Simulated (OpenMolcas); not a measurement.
Pt2+: ligand-field states by method

Pt2+ with 6 ligands (ammonia) in octahedral coordination (S6) at 2.22 Å. Ligand basis ANO-RCC-VDZP.

| Quantity | Value |
| --- | --- |
| Program | OpenMolcas |
| Basis | ANO-RCC-VTZP [8s7p5d3f1g] |
| Scalar Hamiltonian | DKH2, point nucleus |
| Active space | 8 electrons in 5 orbitals (5d) |
| State averaging | 2S+1 = 3 even, 10 roots; 2S+1 = 1 even, 15 roots |
| Spin-orbit coupling | state interaction with AMFI integrals over the reference wave functions |

I. CASSCF
II. SS-CASPT2, IPEA 0.25 Eh, imaginary shift 0.1 Eh (closed shells correlated: 5s 5p and the ligand valence shells)
III. SS-CASPT2, IPEA 0.25 Eh, sigma2 regulariser 0.3 Eh (closed shells correlated: 5s 5p and the ligand valence shells)

Spin-free states in cm-1, each column counted from its own energy of the first state listed:

| State | Degeneracy | I | II | III |
| --- | --- | --- | --- | --- |
| 2S+1 = 3 | 1 | 0 | 0 | 0 |
| 2S+1 = 1 | 2 | 11367 | 6810 | 6820 |
| 2S+1 = 1 | 1 | 20902 | 14550 | 14560 |
| 2S+1 = 3 | 1 | 25002 | 28910 | 28910 |
| 2S+1 = 3 | 2 | 25114 | 28970 | 28970 |
| 2S+1 = 3 | 1 | 32816 | 34920 | 34920 |
| 2S+1 = 3 | 2 | 32929 | 34840 | 34850 |
| 2S+1 = 1 | 1 | 36201 | 36330 | 36330 |
| 2S+1 = 1 | 2 | 36292 | 36580 | 36580 |
| 2S+1 = 1 | 1 | 39345 | 38700 | 38700 |
| 2S+1 = 1 | 2 | 39440 | 38970 | 38970 |
| 2S+1 = 3 | 1 | 53478 | 60000 | 60000 |
| 2S+1 = 3 | 2 | 53688 | 60260 | 60260 |
| 2S+1 = 1 | 2 | 63876 | 68920 | 68920 |
| 2S+1 = 1 | 2 | 64069 | 69140 | 69140 |
| 2S+1 = 1 | 1 | 64205 | 69230 | 69240 |
| 2S+1 = 1 | 1 | 82250 | 82860 | 82910 |

From I to II, I's first state of the same spin (2S+1 = 3) moves from 25002 to 28910 cm-1, by about +3900 cm-1.

From I to II, I's first state of another spin (2S+1 = 1) moves from 11367 to 6810 cm-1, by about -4600 cm-1.

χT at 300 K: I 1.46, II 1.40, III 1.40 cm3 K/mol.

The states above are spin-free; spin-orbit coupling is strong here and shifts and splits them by thousands of cm-1.

Roots that are degenerate in the reference are averaged as groups; the widest CASPT2 spread within a group is 96 cm-1 (the 2-fold group of multiplicity 1 near 69100 cm-1 above the lowest state of its run, III). Shifts and gaps below about the spread of the groups concerned are not significant. Over all roots computed the reference weight is 0.66 to 0.68 in II, 0.66 to 0.68 in III; a low but even weight reflects the number of correlated electrons. Real 4d8 and 5d8 ions are as a rule square planar and diamagnetic. The least metal-like active orbital is 80 % on the metal (Löwdin) and no ligand orbital is active, so the numbers are rough. Ligand-to-metal charge-transfer states are missing. With no ligand orbital active B as a rule stays too high, so bands that hang on it stand too high and its fall with covalency is understated. Without dynamic correlation the repulsion within the d shell is too large (B by tens of per cent), so at a given field states of lower spin stand too high (holds for I). With metal d orbitals alone the field can be off either way by tens of per cent (holds for I). With one d shell and no ligand orbital active, 10Dq can be off by a tenth or more (holds for II; III). No measured value stands beside these numbers; the geometry is a model, was not optimised and need not be the one that this ion takes.

A state without a sure symmetry label is named by its multiplicity alone.
